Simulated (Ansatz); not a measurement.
Molecule: Al₂H₄, charge -1, multiplicity 2. It need not be the lowest isomer of its formula. 
Coordinates optimised at B3LYP-D3(BJ)/def2-TZVP (Ansatz, a program for electronic structure):
```xyz
6

Al     0.0396     0.0468     1.2405
Al    -0.0396    -0.0468    -1.2405
H      1.3288    -0.3465     2.1404
H     -1.1906     0.5098     2.1885
H      1.1906    -0.5098    -2.1885
H     -1.3288     0.3465    -2.1404
```
Charge -1, spin multiplicity 2.

Basis-set convergence of Hartree-Fock and MP2 correlation energies (hartree) with Ansatz. Correlated levels leave the core frozen unless marked. Open shells are spin-unrestricted. No spin-orbit coupling. Non-relativistic. This anion needs diffuse functions, which these sets lack.

| basis | functions | E(HF) | E(corr, MP2) |
|---|---|---|---|
| def2-SVP | 56 | -485.98696 | -0.14190 |
| def2-TZVPP | 140 | ? | ? |

Task: Some entries are withheld; supply them.

Result: 
- def2-TZVPP, E(HF): -486.16107
- def2-TZVPP, E(corr, MP2): -0.17889
